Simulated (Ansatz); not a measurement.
Compare A (`C=CB(F)CC`) with its isomer B (`BC/C(C)=C\F`).

Calculated with Ansatz (gas phase, PBE0-D4/def2-TZVP geometries, no zero-point term in ΔE). CCSD(T)/CBS is the MP2 limit (def2-TZVPP, def2-QZVPP) plus CCSD(T) − MP2 in def2-TZVPP, frozen cores. Functionals use def2-TZVPP. B3LYP here is the variant with VWN-RPA as its local correlation; programs differ in this. One conformer a species, not always the lowest.

Problem. Which is lower in electronic energy at CCSD(T)/CBS, and by how much? (Estimate.)

Solution. Computed: A, by 262.0 kJ/mol.

Problem. Give E(B) − E(A) in kJ/mol with MP2/def2-TZVPP, B2PLYP, ωB97M-V, B3LYP-D4, B3LYP, PBE0-D4, CCSD(T)/def2-TZVPP. (Best estimate.)

Solution. The calculation gave: MP2/def2-TZVPP 256.4, B2PLYP 264.2, ωB97M-V 255.9, B3LYP-D4 260.3, B3LYP 265.3, PBE0-D4 247.1, CCSD(T)/def2-TZVPP 260.4. None reverses the order clearly.

Largest T1 diagnostic: 0.012.

The D4 term adds −5.0 kJ/mol with B3LYP and −2.5 kJ/mol with PBE0; it sums over pairs of atoms, weighted by their polarisabilities, and B3LYP, whose exchange is more repulsive, gets the larger term. In def2-TZVPP, CCSD(T) changes the Hartree–Fock value by −30.0 kJ/mol (the triples alone add −6.5 kJ/mol) and MP2 by −34.0 kJ/mol.
